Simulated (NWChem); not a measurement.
Species: H$_{2}$ cation, doublet

Results from NWChem. Spin-unrestricted. No stability test was run on the SCF state. Each level has its own optimisation; frequencies are unscaled.

```
level               highest harmonic frequency (cm⁻¹)  zero-point energy (kcal/mol)
------------------  ---------------------------------  ----------------------------
B3LYP/def2-TZVP                                  2060                           2.9
UHF/STO-3G                                       2745                           3.9
CAM-B3LYP/def2-SVP                               2137                           3.1
PBE0/def2-SVP                                       …                           3.1
```

Question: What belongs in the gaps?

Answer: 
- PBE0/def2-SVP, highest harmonic frequency (cm⁻¹): 2153
